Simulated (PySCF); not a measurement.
## Radial density of O³⁺ (oxygen, charge +3)

wB97X, [He] 2s2 2p1, 2P determinant. Calculation: PySCF 2.14, in dyall-av3z (15s9p3d2f, 71 functions); the spin-free X2C one-electron Hamiltonian (Gaussian nucleus).

| r (bohr) | 4πr²ρ (e/bohr) | 4πr²(ρα − ρβ) |
| --- | --- | --- |
| 0.00267 | 0.02905 | 0.0000 |
| 0.00448 | 0.07870 | 0.0000 |
| 0.00754 | 0.2094 | 0.0000 |
| 0.0127 | 0.5400 | 0.0001 |
| 0.0213 | 1.319 | 0.0002 |
| 0.0359 | 2.941 | 0.0008 |
| 0.0604 | 5.610 | 0.0038 |
| 0.102 | 8.244 | 0.0201 |
| 0.171 | 7.880 | 0.0959 |
| 0.287 | 3.993 | 0.3601 |
| 0.483 | 2.395 | 0.8679 |
| 0.813 | 3.266 | 1.0158 |
| 1.37 | 1.333 | 0.3698 |
| 2.30 | 0.07300 | 0.0207 |
| 3.87 | 0.0001803 | 0.0001 |

Densities and radii are taken from the X2C orbitals without a picture-change correction, which distorts them close to the nucleus.
